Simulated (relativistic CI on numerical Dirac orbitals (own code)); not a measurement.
A reference radial Dirac CI calculation of Ar¹⁰⁺ gave the lowest total energy -474.54290 Ha in 18 SCF steps, from this input:

```
atom Ar  Z=18  charge=10  electrons=8
nucleus A=40  rms_radius_fm=3.4274
hamiltonian dirac-coulomb  breit=on  qed=on  c_scale=1
orbitals kli  potential=per-configuration
slater_scale 1
correlation none
mixing on
grid step=0.0125 r_max=8.8
scf mixing=0.4 start=green max_iterations=150 tolerance=2e-08 node_fill=0.05
configurations
  [He] 2s2 2p4
  [He] 2s 2p5
end
```

One setting was then changed, and the output read:

```
SCF 1: [He] 2s2 2p4
 iter      energy (Ha)   residual   last orbital (Ha)
    1      -469.738612   1.80e+00    -29.02688
    2      -473.042994   1.00e+00    -24.82298
error: SCF of 1s2 2s2 2p4 did not converge
end: not converged
```

Problem. Which setting was changed?
A. charge
B. iteration limit
C. node fill of the KLI weights
D. Slater scale

Solution. B. The iteration limit 2. This setting is bad on purpose; its numbers may not be properties of the ion.
